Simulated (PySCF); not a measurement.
C₈H₁₈O.
SMILES with atom numbers: `[CH3:1][CH2:2][CH2:3][CH2:4][CH2:5][CH2:6][CH2:7][CH2:8][OH:9]` (hydrogens: H10, H11, H12 on C1; H13, H14 on C2; H15, H16 on C3; H17, H18 on C4; H19, H20 on C5; H21, H22 on C6; H23, H24 on C7; H25, H26 on C8; H27 on O9)

The same species was optimised twice, with GFN2-xTB and with PBE0-D3(BJ)/def2-SVP (PySCF), and the same property calculations (PySCF, gas phase) were run on both structures.

```
     coordinate  GFN2-xTB  PBE0-D3(BJ)/def2-SVP  change
      C7–C8 (Å)     1.530                 1.521  -0.009
      C6–C7 (Å)     1.527                 1.521  -0.006
      C4–C5 (Å)     1.527                 1.522  -0.005
      C3–C4 (Å)     1.527                 1.522  -0.005
      C5–C6 (Å)     1.526                 1.521  -0.005
      C2–C3 (Å)     1.527                 1.522  -0.005
      C1–C2 (Å)     1.524                 1.520  -0.004
      C8–O9 (Å)     1.408                 1.404  -0.004
   C3–C4–C5 (°)     112.0                 113.8    +1.8
   C1–C2–C3 (°)     111.7                 113.5    +1.8
   C6–C7–C8 (°)     111.7                 113.5    +1.8
   C4–C5–C6 (°)     112.0                 113.7    +1.7
   C5–C6–C7 (°)     112.2                 113.9    +1.7
   C2–C3–C4 (°)     112.3                 113.9    +1.6
   C7–C8–O9 (°)     113.1                 113.2    +0.1
C1–C2–C3–C4 (°)       180                   180       0
C2–C3–C4–C5 (°)       180                   180       0
C3–C4–C5–C6 (°)       178                   180      +2
C4–C5–C6–C7 (°)       180                   180       0
```

Rotational constants: A = 6630, B = 381.5, C = 372.4 MHz (GFN2-xTB) against A = 6551, B = 378.2, C = 369.4 MHz (PBE0-D3(BJ)/def2-SVP). Point groups within 0.08 Å: C1 and C1.

On the GFN2-xTB structure: HOMO (eV) -7.60 [PBE0/pcSseg-1]; LUMO (eV) 1.33 [PBE0/pcSseg-1]; dipole (D) 1.57 [PBE0/pcSseg-1]; GIAO shielding of C1 (ppm) 169.5 [PBE0/pcSseg-1]; GIAO shielding of C2 (ppm) 158.1 [PBE0/pcSseg-1]; GIAO shielding of C3 (ppm) 148.0 [PBE0/pcSseg-1]; GIAO shielding of C4 (ppm) 149.9 [PBE0/pcSseg-1]; GIAO shielding of C5 (ppm) 149.9 [PBE0/pcSseg-1]; GIAO shielding of C6 (ppm) 154.5 [PBE0/pcSseg-1]; GIAO shielding of C7 (ppm) 145.9 [PBE0/pcSseg-1]; GIAO shielding of C8 (ppm) 118.9 [PBE0/pcSseg-1].

Q: What do these properties become on the PBE0-D3(BJ)/def2-SVP structure?

A: 
```tsv
property	level	on GFN2-xTB	on PBE0-D3(BJ)/def2-SVP	change
HOMO (eV)	PBE0/pcSseg-1	-7.60	-7.70	-0.10
LUMO (eV)	PBE0/pcSseg-1	1.33	1.31	-0.02
dipole (D)	PBE0/pcSseg-1	1.57	1.55	-0.02
energy, GFN2-xTB geometry as zero (kcal/mol)	PBE0/pcSseg-1	0.0	-1.0	-1.0
GIAO shielding of C1 (ppm)	PBE0/pcSseg-1	169.5	167.7	-1.8
GIAO shielding of C2 (ppm)	PBE0/pcSseg-1	158.1	157.3	-0.8
GIAO shielding of C3 (ppm)	PBE0/pcSseg-1	148.0	147.7	-0.3
GIAO shielding of C4 (ppm)	PBE0/pcSseg-1	149.9	149.5	-0.4
GIAO shielding of C5 (ppm)	PBE0/pcSseg-1	149.9	149.5	-0.4
GIAO shielding of C6 (ppm)	PBE0/pcSseg-1	154.5	154.8	+0.3
GIAO shielding of C7 (ppm)	PBE0/pcSseg-1	145.9	145.6	-0.3
GIAO shielding of C8 (ppm)	PBE0/pcSseg-1	118.9	119.3	+0.4
```

The heavy atoms differ by 0.036 Å rms after alignment. Among bonds between heavy atoms C7–C8 changes most (-0.009 Å). Changes are differences of the printed values. Neither structure is proved a minimum here.
